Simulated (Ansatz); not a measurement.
```xyz
12

C    -0.617   -1.030    0.894
N     0.059   -0.053    0.052
Si   -0.944    0.949   -0.919
In    2.094    0.077    0.063
H    -1.218   -1.734    0.303
H     0.097   -1.624    1.472
H    -1.295   -0.551    1.614
H    -0.070    1.867   -1.697
H    -1.894    1.757   -0.096
H    -1.782    0.153   -1.866
H     2.781   -1.067    1.140
H     2.788    1.255   -0.958
```

The species carries charge 0 and has multiplicity 1. In: def2 effective core potential.

Question: List the CAM-B3LYP/def2-TZVPP orbital energies in eV (Ansatz). (An estimate is asked.)

Answer: The calculation gave: Occupied: -1800.66, -390.80, -279.37, -145.21, -129.20, -100.54, -100.53, -100.52, -85.94, -85.64, -85.62, -25.53, -22.92, -22.72, -22.70, -22.70, -22.62, -19.67, -16.15, -14.41, -13.53, -13.10, -12.18, -10.88, -10.83, -9.84, -9.62, -8.06. Lowest empty: -0.68, 0.78, 1.32, 1.86, 2.04, 2.56, 2.69, 2.79.
